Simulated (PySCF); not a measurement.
Ge(F)3(NCO) (CF₃GeNO), SMILES O=C=[N][Ge]([F])([F])[F].

The structure is a stationary point at B3LYP-D3(BJ)/def2-SVP. The structure was generated by enumeration, and PubChem lists no compound with its InChIKey, so it may never have been made. The values are those of a single conformer.

Calculation: PySCF with TDA-LC-ωPBE/def2-SVPD.

Vertical excitations.  State labels are in the subgroup Cs.

Computed UV-visible absorptions:
```
state  symmetry  energy (eV)  λ (nm)      f                                                                 main pairs
-----  --------  -----------  ------  -----  -------------------------------------------------------------------------
S1           A"         7.16     173  0.000                          HOMO→LUMO+1 49 %, HOMO→LUMO 33 %, HOMO→LUMO+3 8 %
S2           A'         7.61     163  0.003                     HOMO→LUMO+2 37 %, HOMO−1→LUMO+1 26 %, HOMO−1→LUMO 24 %
S3           A"         7.85     158  0.000                                                         HOMO−1→LUMO+2 86 %
S4           A"         8.41     147  0.008                                           HOMO→LUMO 51 %, HOMO→LUMO+1 34 %
S5           A'         8.51     146  0.039                                       HOMO−1→LUMO 59 %, HOMO−1→LUMO+1 21 %
S6           A"         9.63     129  0.000                                                           HOMO−2→LUMO 76 %
S7           A"         9.66     128  0.002                                         HOMO→LUMO+3 57 %, HOMO−3→LUMO 12 %
S8           A'         9.71     128  0.112                    HOMO−1→LUMO+3 49 %, HOMO−1→LUMO+1 18 %, HOMO−4→LUMO 9 %
S9           A'         9.98     124  0.054                                         HOMO−4→LUMO 58 %, HOMO−7→LUMO 11 %
S10          A"        10.08     123  0.031                        HOMO−3→LUMO 55 %, HOMO→LUMO+3 12 %, HOMO−6→LUMO 8 %
T1           A'         6.54     189      0  HOMO−1→LUMO+1 42 %, HOMO−1→LUMO 26 %, HOMO→LUMO+2 13 %, HOMO−1→LUMO+3 7 %
T2           A"         6.72     184      0                          HOMO→LUMO+1 43 %, HOMO→LUMO 34 %, HOMO→LUMO+3 8 %
T3           A'         6.97     178      0                                                           HOMO→LUMO+2 71 %
T4           A"         7.52     165      0                                                         HOMO−1→LUMO+2 77 %
```
Triplets are in the Tamm–Dancoff approximation.
